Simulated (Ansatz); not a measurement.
Mulliken charges of Cl2H3NSn (`[NH2][SnH]([Cl])[Cl]`) from r2SCAN/def2-TZVPP in Ansatz (PBE0-D4/def2-TZVP geometry).

```tsv
atom	x (Å)	y (Å)	z (Å)	charge (e)
N1	-0.711	1.088	0.148	-0.534
Sn2	0.397	-0.559	-0.094	1.054
Cl3	0.725	-1.370	2.046	-0.368
Cl4	-0.961	-2.010	-1.275	-0.368
H5	-0.274	1.800	0.718	0.156
H6	-1.027	1.503	-0.719	0.157
H7	1.911	-0.519	-0.869	-0.097
```

Question: By hand: the dipole of these point charges (1 e Å = 4.8032 D).

Answer: Σ q r = (0.496, 0.641, -0.378) e Å, of length 0.894 e Å = 4.29 D.

Question: How does the dipole of the full density compare? (Best estimate.)

Answer: Ansatz gave: (0.300, 0.613, -0.275) e Å, 3.53 D; the point charges give 1.22 times that, at 11° from its direction.

Point charges leave out the atoms' own dipoles, such as those of lone pairs, and Mulliken's split depends on the basis, so the two needn't agree.
